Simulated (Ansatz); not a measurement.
`CC(C)B(O)O` + `[SiH3][SiH2]S` → `CS[SiH2][SiH3]` + `CCB(O)O`  (substitution at a C–C bond)

Isolated molecules relaxed with PBE0-D4/def2-TZVP in Ansatz; ΔE leaves out vibrations. CCSD(T)/CBS adds triple-zeta CCSD(T) − MP2 to the extrapolated MP2 energy (def2 sets, frozen cores). DFT in def2-TZVPP. Each species was taken in one conformer, which may not be the lowest.

```csv
level,ΔE (eV)
PBE-D4,0.02
ωB97M-V,0.08
CCSD/def2-TZVPP,0.12
CCSD(T)/def2-TZVPP,0.11
```

Problem. What does CCSD(T)/CBS give? (Best estimate.)

Solution. The calculation gave: +0.08 eV. The listed levels differ from it by -0.06, 0.00, 0.04, 0.03 eV.

Largest T1 diagnostic among the species: 0.012.

In def2-TZVPP, CCSD(T) changes the Hartree–Fock value by +0.05 eV (the triples alone add −0.01 eV) and MP2 by +0.04 eV.
